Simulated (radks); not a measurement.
Kr3+, configuration [Ar] 3d10 4s2 4p3. All-electron calculation, non-relativistic Kohn-Sham, r2SCAN, spin-polarised, spherical densities, point nucleus; open shells are filled with parallel spins first; meta-GGA in the generalised Kohn-Sham scheme. Program: a radial shooting solver on a logarithmic mesh with Libxc functionals.

Radial electron density D(r) = 4 pi r^2 rho(r):

r (bohr)  D(r) (e/bohr)   spin D(r)
0.005179          7.490  -0.0000393
0.005886          9.196  -0.0000251
0.006744          11.35   0.0000102
0.007665          13.72   0.0000763
0.008781          16.63    0.000205
0.009981          19.71    0.000417
0.01134           23.10    0.000770
0.013             26.94     0.00139
0.01477           30.68     0.00232
0.01692           34.57     0.00388
0.01923           37.95     0.00615
0.02186           40.81     0.00954
0.02504           42.99      0.0149
0.02846           44.05      0.0222
0.03261           43.99      0.0331
0.03706           42.89      0.0471
0.04212           41.05      0.0654
0.04826           38.82      0.0899
0.05485           37.14       0.117
0.06284           36.56       0.149
0.07142           37.66       0.179
0.08118           40.46       0.203
0.093             44.79       0.215
0.1057            49.10       0.207
0.1201            52.26       0.176
0.1376            52.98       0.119
0.1564            50.52      0.0545
0.1792            45.03    -0.00269
0.2037            38.64     -0.0181
0.2315            33.09      0.0271
0.2652            30.02       0.147
0.3015            30.43       0.306
0.3454            33.33       0.461
0.3925            36.20       0.524
0.4461            37.05       0.464
0.5111            34.48       0.281
0.5809            29.10      0.0787
0.6656            21.84     -0.0337
0.7564            15.30      0.0727
0.8597            10.29       0.435
0.985             7.081        1.04
1.119             5.642        1.67
1.283             4.961        2.18
1.458             4.433        2.35
1.657             3.687        2.18
1.898             2.669        1.70
2.157             1.706        1.15
2.472            0.8927       0.637
2.809            0.4057       0.303
3.193            0.1523       0.119
3.658           0.04274      0.0347
4.157           0.01020     0.00861
4.763          0.001684     0.00148
5.413         0.0002305    0.000208

D(r) has 3 maxima, at r = 0.0303, 0.132, 0.436 bohr, and minima at 0.0618, 0.278 bohr, inside which lie 2.08, 11.10 electrons.
